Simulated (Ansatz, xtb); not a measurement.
# Relative energy of two isomers of C3H2BrNSe

We compare a, `Brc1cc[se]n1`, a singlet, with b, `Brc1ncc[se]1`, a singlet. Both are isolated molecules in the gas phase, relaxed with r2SCAN-D4/def2-SVP.

Energies in hartree; the thermal terms are from GFN2-xTB frequencies at re-optimised GFN2-xTB minima (ideal gas, soft modes damped towards free rotors, one conformer each, 298.15 K, 1 atm) and include the zero-point energy:

|  | a | b |
| --- | --- | --- |
| E, CCSD(T)/def2-SVP | −5141.756644 | −5141.760957 |
| E, MP2/def2-SVP | −5141.706829 | −5141.711042 |
| E, MP2/def2-TZVPP | −5142.721053 | −5142.721061 |
| zero-point energy | 0.042116 | 0.042150 |
| H(298 K) − E | 0.048774 | 0.048891 |
| G(298 K) − E | 0.010319 | 0.010219 |

Q: Correct the CCSD(T) difference for the basis set by the MP2 change, then work out ΔE, ΔE₀, ΔH and ΔG for a → b in kJ/mol (1 Eh = 2625.50 kJ/mol) and the equilibrium ratio [b]/[a].

A: 1. Differences b − a: CCSD(T) −0.004313, MP2 in the small set −0.004213, MP2 in the large set −0.000008 Eh.
2. ΔE = −0.004313 + (−0.000008 − (−0.004213)) = −0.000108 Eh = −0.28 kJ/mol.
3. ΔE₀ = ΔE + ΔZPE = −0.000108 + (+0.000034) Eh = −0.19 kJ/mol.
4. ΔH = ΔE + (+0.000117) Eh = +0.02 kJ/mol.
5. ΔG = ΔE + (−0.000100) Eh = −0.55 kJ/mol, so ΔS = (ΔH − ΔG)/T = +1.9 J/(mol K).
6. kT = 0.9442 mEh, so K = [b]/[a] = exp(−ΔG/kT) = exp(+0.22) ≈ 1.2.

The two are too close for this level to say which is favoured. An error of 4 kJ/mol in ΔG would change K by a factor of 5. Mirror images and further conformers aren't counted.

As drawn, b has 1 C∷N, 1 C∷Se in place of 1 C∷C, 1 N∷Se (∷ is an aromatic bond).

Other levels gave ΔE = +13.7 (GFN2-xTB); −10.4 (HF/STO-3G, GFN2-xTB geometries); −14.1 (r2SCAN-D4/def2-SVP//GFN2-xTB); −12.2 (r2SCAN-D4/def2-SVP); −14.4 (HF/def2-SVP); −11.1 (MP2/def2-SVP); −11.3 (CCSD(T)/def2-SVP) kJ/mol. The correlated steps freeze 22 core orbitals; the filled d shell of Br and Se is correlated, in a basis made for valence electrons. Programs: Ansatz 0.2.0, xtb 6.7.1.
